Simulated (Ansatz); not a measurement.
Consider the ligand exchange at the Si–C bond: `[CH3][InH][CH2][SiH3]` + `OBS` → `OBS[SiH3]` + `[CH3][InH][CH3]`.

Isolated molecules relaxed with PBE0-D4/def2-TZVP in Ansatz; ΔE leaves out vibrations. CCSD(T)/CBS is the MP2 limit (def2-TZVPP, def2-QZVPP) plus CCSD(T) − MP2 in def2-TZVPP, frozen cores. Functionals use def2-TZVPP. B3LYP here is the variant with VWN-RPA as its local correlation; programs differ in this. Elements past krypton have def2 core potentials. For In outer-core shells are correlated without core-valence functions, which leaves a few kJ/mol of doubt a bond. One conformer a species, not always the lowest.

| level | ΔE (kJ/mol) |
| --- | --- |
| PBE-D4 | -43.5 |
| PBE0-D4 | -41.7 |
| B3LYP-D4 | -41.2 |
| PBE0 | -41.9 |

What does CCSD(T)/CBS give? (Best estimate.)

Computed: -36.6 kJ/mol. The listed levels differ from it by -6.9, -5.1, -4.6, -5.3 kJ/mol.

Largest T1 diagnostic among the species: 0.014.
